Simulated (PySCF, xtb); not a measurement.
C₄H₆ClF, SMILES C=CC[C@H](F)Cl.

GFN2-xTB (xtb 6.7.1) at its own geometry gives an orbital gap of 5.33 eV and a dipole moment of 2.44 D.

Geometry optimised at B3LYP-D3(BJ)/def2-SVP. The structure was generated by enumeration; whether it is a known compound was not checked. Other conformers were not sampled.

Problem. What does PySCF with ωB97X/def2-TZVP give? (An estimate is asked for; the answer gives what the named calculation found.)

Solution. gap 12.10 eV (levels -10.29 and 1.81 eV), dipole 2.12 D.
